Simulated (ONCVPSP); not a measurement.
## Building the ONCV potential for Zr (PBEsol, scalar-relativistic).

```json
{"Element": "Zr (Z = 40)", "Generator": "ONCVPSP 4.0.1", "Type": "optimised norm-conserving Vanderbilt (ONCV)", "Functional": "PBEsol", "Relativity": "scalar-relativistic", "Frozen core": "[Ar] 3d10", "Valence charge": "12", "Reference configuration": "4s2 4p6 4d2 5s2", "Partial waves": "4s+5s: rc 1.80 bohr, ncon 4, nbas 7, qcut 6.5 1/bohr, 2 projectors; 4p: rc 2.25 bohr, ncon 4, nbas 7, qcut 6.7 1/bohr, 2 projectors, debl 2.7 Ha; 4d: rc 1.85 bohr, ncon 3, nbas 6, qcut 5.1 1/bohr, 2 projectors, debl 0.5 Ha; f scattering state at 0.41 Ha: rc 1.70 bohr, ncon 4, nbas 8, qcut 6 1/bohr, local", "Local potential": "the f channel", "Core correction": "Teter function, fcfact 4.25, rcfact 1.25"}
```

All-electron outer shells of the reference configuration (PBEsol, scalar-relativistic, ld1.x):

```tsv
shell	level (eV)	outermost node (bohr)	outermost maximum (bohr)
3d	-174.70	–	0.35
4s	-54.46	0.55	1.08
4p	-32.43	0.56	1.17
5s	-4.46	1.47	3.15
4d	-3.61	0.58	1.61
```

Results:

```json
{"Cutoffs needed": "16 Ha and 34 Ha (the cutoffs (Ha) at which the residual kinetic energy of the hardest occupied pseudo-wave falls to 1 and 0.1 mHa per electron)", "Ghost test": "no bound ghost flagged; no localised positive-energy state flagged", "Configuration tests": "1 of 4 tests not solved or not reliable", "rms error of d²Exc/dni dnj": "2.42 mHa without and 0.24 mHa with the model core"}
```

Generation and tests took about 3.1 s on one core of a shared server CPU.
